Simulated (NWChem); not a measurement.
System: C₂H₇OSi, doublet; SMILES C[SiH](C)[O]

Input file for NWChem:

```
start job
memory heap 200 mb stack 900 mb global 1100 mb
geometry units angstroms noautoz
  C     -1.551610    -0.843352     0.201491
  Si     0.037408     0.071416    -0.357400
  C      1.559331    -0.902557     0.178318
  O     -0.155994     1.527468     0.434010
  H     -1.540777    -1.828415    -0.310524
  H     -1.539220    -0.988394     1.298122
  H     -2.456086    -0.279907    -0.093248
  H     -0.000420     0.203516    -1.862285
  H      1.549691    -1.073277     1.273283
  H      2.487906    -0.354553    -0.079833
  H      1.588688    -1.884946    -0.337601
end
basis spherical
  * library def2-svp
end
dft
  odft
  mult 2
  xc kt2
  iterations 150
  mulliken
end
task dft energy
```

Output (shortened):

```
             Northwest Computational Chemistry Package (NWChem) 7.3.0
             --------------------------------------------------------

 C1  symmetry detected

                             Geometry "geometry" -> ""
                             -------------------------

 Output coordinates in angstroms (scale by  1.889725989 to convert to a.u.)

  No.       Tag          Charge          X              Y              Z
 ---- ---------------- ---------- -------------- -------------- --------------
    1 C                    6.0000    -1.18713919     1.23280719     0.21123583
    2 Si                  14.0000     0.13850807    -0.01777145    -0.38277617
    3 C                    6.0000    -0.27186922    -1.74070258     0.26140205
    4 O                    8.0000     1.51125528     0.65357147     0.28706362
    5 H                    1.0000    -2.15178697     0.89364701    -0.22125795
    6 H                    1.0000    -1.24617990     1.22596629     1.31588856
    7 H                    1.0000    -0.95622311     2.25304532    -0.14682854
    8 H                    1.0000     0.14959778    -0.00937268    -1.89385747
    9 H                    1.0000    -0.36224035    -1.73466539     1.36593055
   10 H                    1.0000     0.52018343    -2.46421870    -0.01856023
   11 H                    1.0000    -1.22845554    -2.09680102    -0.17478475

 Effective nuclear repulsion energy (a.u.)     166.8838837152

                                 NWChem DFT Module
                                 -----------------

 Summary of "ao basis" -> "ao basis" (spherical)
 ------------------------------------------------------------------------------
       Tag                 Description            Shells   Functions and Types
 ---------------- ------------------------------  ------  ---------------------
 C                          def2-svp                 6       14   3s2p1d
 Si                         def2-svp                 8       18   4s3p1d
 O                          def2-svp                 6       14   3s2p1d
 H                          def2-svp                 3        5   2s1p

            General Information
            -------------------
          SCF calculation type: DFT
          Wavefunction type:  spin polarized.
          No. of atoms     :    11
          No. of electrons :    41
           Alpha electrons :    21
            Beta electrons :    20
          Charge           :     0
          Spin multiplicity:     2
          Use of symmetry is: off; symmetry adaption is: off
          Maximum number of iterations: 150
          AO basis - number of functions:    95
                     number of shells:    47
          Convergence on energy requested:  1.00D-06
          Convergence on density requested:  1.00D-05
          Convergence on gradient requested:  5.00D-04

              XC Information
              --------------
                          KT2 Method XC Functional
                        Slater Exchange Functional  1.072 local
                           KT1 gradient correction  1.000 non-local
            Perdew 1991 LDA Correlation Functional  0.577 local

             Grid Information
             ----------------
          Grid used for XC integration:  medium
          Radial quadrature: Mura-Knowles
          Angular quadrature: Lebedev.
          Tag              B.-S. Rad. Rad. Pts. Rad. Cut. Ang. Pts.
          ---              ---------- --------- --------- ---------
          C                   0.70       49          11.0       434
          Si                  1.10       88           8.0       590
          O                   0.60       49          10.0       434
          H                   0.35       45          12.0       434
          Grid pruning is: on
          Number of quadrature shells:   550
          Spatial weights used:  Erf1

      Superposition of Atomic Density Guess
      -------------------------------------

 Sum of atomic energies:        -442.17427232

      Non-variational initial energy
      ------------------------------

 Total energy =    -443.776453
 1-e energy   =    -939.159062
 2-e energy   =     328.498725
 HOMO         =      -0.342522
 LUMO         =       0.092286

     ---------------------------------------------
      Total Density - Mulliken Population Analysis
     ---------------------------------------------

    Atom       Charge   Shell Charges
 -----------   ------   -------------------------------------------------------
    1 C    6     6.21   1.99  0.96  0.30  1.85  1.10  0.01
    2 Si  14    12.97   2.00  1.99  0.95  0.20  5.93  0.93  0.71  0.26
    3 C    6     6.53   1.99  0.96  0.29  2.06  1.22  0.01
    4 O    8     9.15   1.99  1.15  0.75  3.12  2.13  0.00
    5 H    1     0.84   0.63  0.18  0.02
    6 H    1     0.85   0.64  0.18  0.02
    7 H    1     0.84   0.64  0.18  0.02
    8 H    1     1.05   0.67  0.37  0.01
    9 H    1     0.86   0.65  0.19  0.03
   10 H    1     0.84   0.63  0.18  0.03
   11 H    1     0.85   0.64  0.19  0.03

     --------------------------------------------
      Spin Density - Mulliken Population Analysis
     --------------------------------------------

    Atom       Charge   Shell Charges
 -----------   ------   -------------------------------------------------------
    1 C    6     0.43   0.00  0.01  0.00  0.27  0.15  0.00
    2 Si  14     0.14   0.00  0.00  0.00 -0.00  0.00  0.08  0.03  0.03
    3 C    6     0.08   0.00  0.00  0.00  0.05  0.03  0.00
    4 O    8     0.20   0.00  0.00 -0.00  0.13  0.07 -0.00
    5 H    1     0.03   0.02  0.01  0.00
    6 H    1     0.02   0.01  0.01  0.00
    7 H    1     0.02   0.01  0.01  0.00
    8 H    1     0.06   0.03  0.02  0.00
    9 H    1     0.00   0.00 -0.00  0.00
   10 H    1     0.02   0.02  0.01  0.00
   11 H    1     0.00   0.00  0.00  0.00

[...]
```

Level: KT2/def2-SVP, spin-unrestricted. Structure relaxed at the PBE-D3(BJ)/def2-SVP, spin-unrestricted level. Not confirmed as a minimum by frequencies. No stability test was run on the SCF state.
